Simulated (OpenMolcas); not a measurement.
**Ru+: terms and fine structure**

```json
{
  "Program": "OpenMolcas",
  "Method": "MS-CASPT2, IPEA 0.25 Eh, imaginary shift 0.1 Eh (closed shells correlated: 4s 4p)",
  "Basis": "ANO-RCC-VTZP [7s6p4d2f1g]",
  "Scalar Hamiltonian": "DKH2, point nucleus",
  "Active space": "7 electrons in 6 orbitals (4d 5s)",
  "State averaging": "2S+1 = 6 even, 6 roots; 2S+1 = 4 even, 50 roots; 2S+1 = 2 even, 105 roots",
  "Spin-orbit coupling": "state interaction with AMFI integrals over the reference wave functions, term energies averaged over their components"
}
```

With spin-orbit coupling, above the lowest level:

```
Configuration   Term     J  E (cm⁻¹)  Measured (cm⁻¹)      g  Term weight %          Second
          4d⁷     ⁴F   9/2       0.0              0.0  1.330             98                
          4d⁷     ⁴F   7/2      1635             1523  1.237             99                
          4d⁷     ⁴F   5/2      2690             2494  1.031             98                
          4d⁷     ⁴F   3/2      3340             3104  0.410             97            3 ²D
       4d⁶ 5s     ⁶D   9/2      6910             9151  1.554             99                
          4d⁷     ⁴P   5/2      7310             8257  1.599             92     5 4d⁶ 5s ⁴P
          4d⁷     ⁴P   3/2      7590             8478  1.696             82           10 ²P
       4d⁶ 5s     ⁶D   7/2      7900            10150  1.587             99                
          4d⁷     ⁴P   1/2      8440             9374  2.668             83    10 4d⁶ 5s ⁶D
       4d⁶ 5s     ⁶D   5/2      8610            10852  1.655             96                
       4d⁶ 5s     ⁶D   3/2      9090            11304  1.860             96                
       4d⁶ 5s     ⁶D   1/2      9420            11604  3.255             89        7 4d⁷ ⁴P
          4d⁷     ²G   9/2     10970                   1.101             91            7 ²H
          4d⁷     ²G   7/2     12420                   0.893             99                
          4d⁷     ²P   3/2     12800                   1.212             62           27 ²D
          4d⁷     ²D   5/2     14630                   1.202             97                
          4d⁷     ²P   1/2     14710                   0.722             93            4 ⁴P
          4d⁷     ²H  11/2     15230                   1.091            100                
       4d⁶ 5s  ⁴D(1)   7/2     15900                   1.421             97                
          4d⁷     ²H   9/2     16710                   0.924             93            7 ²G
          4d⁷     ²D   3/2     17030                   0.952             70           26 ²P
       4d⁶ 5s  ⁴D(1)   5/2     17070                   1.367             97                
       4d⁶ 5s  ⁴D(1)   3/2     17840                   1.203             96                
       4d⁶ 5s  ⁴D(1)   1/2     18280                   0.030             95        3 4d⁷ ²P
          4d⁷     ²F   5/2     22490                   0.863             98                
          4d⁷     ²F   7/2     22860                   1.142             95  2 4d⁶ 5s ⁴D(1)
       4d⁶ 5s     ⁴H  13/2     24290                   1.229             99                
       4d⁶ 5s     ⁴H  11/2     24440                   1.150             87           12 ⁴G
       4d⁶ 5s     ⁴H   9/2     24480                   1.056             67           18 ⁴G
       4d⁶ 5s     ⁴H   7/2     24820                   0.763             75           12 ⁴G
       4d⁶ 5s     ⁴P   5/2     25320                   1.592             91        5 4d⁷ ⁴P
       4d⁶ 5s     ⁴F   9/2     25860                   1.229             66           25 ⁴H
       4d⁶ 5s     ⁴F   7/2     26230                   1.117             71           16 ⁴H
       4d⁶ 5s     ⁴F   5/2     26440                   0.954             81           17 ⁴G
       4d⁶ 5s     ⁴F   3/2     26860                   0.414             97                
       4d⁶ 5s     ⁴G  11/2     27350                   1.247             83           11 ⁴H
       4d⁶ 5s     ⁴P   3/2     27370                   1.658             78           11 ²P
       4d⁶ 5s     ⁴G   9/2     28480                   1.181             76           15 ⁴F
       4d⁶ 5s     ⁴G   5/2     28640                   0.662             79           17 ⁴F
       4d⁶ 5s     ⁴G   7/2     28800                   1.023             75           19 ⁴F
```

Against the 11 measured excited levels shown (NIST Handbook of Basic Atomic Spectroscopic Data) the mean absolute deviation is 1300 cm-1; the largest miss in energy is 4d⁶ 5s ⁶D_7/2: computed 7900, measured 10150 cm⁻¹ (-22.2 %).

Spin-orbit coupling puts the lowest level 1704 cm⁻¹ below the lowest spin-free term.

For ⁴F the intervals divided by the larger J are -262.4, -300.1, -363.4 cm-1. Landé's interval rule makes them equal in pure LS coupling; they differ by 33 % of their mean. The multiplet is inverted.

CASPT2 breaks the degeneracy within a term, and the mean is taken; among the terms shown or strongly mixed into the levels shown the widest spread is 1500 cm-1 (4d⁷ ⁴F). Blocks of more than 70 roots (2S+1 = 2 even) ran without multistate coupling. Some levels mix across a computed gap that differs much from the measured one, so their mixing is not that of the real levels. Configurations are named by rounded mean occupations; where the s occupation lies near a half they are strongly mixed, a name can repeat and a true partner stay unpaired. A single d shell beside an s shell can misplace configurations of different d count against each other. Computed and measured levels are paired by configuration, term and J; levels that our copy of the source lacks, or whose pairing is in doubt (as where it misses far off the trend of its configuration), stay unpaired and out of the deviations. Levels of configurations outside the active space are missing. The first state left out of the spin-orbit step lies near 42000 cm-1 above the lowest spin-free state of the reference (among the parities and spins computed), and the list stops at four fifths of that energy or lower. The table shows the lowest 40 of 51 levels.

The term weight is that of the spin-free term in the level, not the purity of its configuration. A number in round brackets counts repeated terms of one configuration in the order of the reference energies.
